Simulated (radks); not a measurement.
Problem. All-electron atom: Nb4+ in [Kr] 4d1 (the NIST ground configuration). Calculated with a radial shooting solver on a logarithmic mesh with Libxc functionals: scalar-relativistic Kohn-Sham, LDA (Slater exchange, Perdew-Zunger correlation), spin-polarised, spherical densities, finite nucleus; open shells are filled with parallel spins first (spin-orbit coupling, left out, can overturn this in heavy ions); Fermi nuclear charge, rms radius 4.324 fm. Some entries of the table are withheld. Estimate them.

orbital  occ.  eigenvalue (eV)  <r> (bohr)  r(max) (bohr)
1s down     1        -18828.28     0.03613        0.02352
1s up       1        -18828.28     0.03613        0.02352
2s up       1        -2675.215      0.1582         0.1334
2s down     1        -2675.083      0.1582         0.1334
2p up       3        -2395.669      0.1378         0.1065
2p down     3        -2395.567      0.1378         0.1065
3s up       1        -484.8470      0.4440         0.3960
3s down     1        -484.7524      0.4439         0.3960
3p up       3        -393.4838      0.4463         0.3894
3p down     3        -393.3805      0.4462         0.3895
3d up       5        -243.6810      0.4329         0.3336
3d down     5        -243.5407      0.4328         0.3336
4s up       1        -103.8341       1.136          1.023
4s down     1        -103.1391       1.134          1.022
4p up       3         -79.2222       1.251          1.106
4p down     3         -78.4719       1.249          1.105
4d up       1         -43.9663       1.604          1.356
4d down     0         -43.1574       1.606          1.353
5s up       0              (1)         (2)          2.418
5s down     0              (3)         (4)          2.427
5p up       0              (5)       2.908          2.732
5p down     0              (6)       2.936          2.749
5d up       0         -18.9017       3.801          3.613
5d down     0         -18.6410       3.852          3.656
4f up       0         -18.1213       2.962          2.526
4f down     0         -17.5990       3.047          2.599

Solution. 
(1) 5s up eigenvalue (eV): -35.3949
(2) 5s up <r> (bohr): 2.574
(3) 5s down eigenvalue (eV): -34.7949
(4) 5s down <r> (bohr): 2.592
(5) 5p up eigenvalue (eV): -28.5790
(6) 5p down eigenvalue (eV): -28.0925
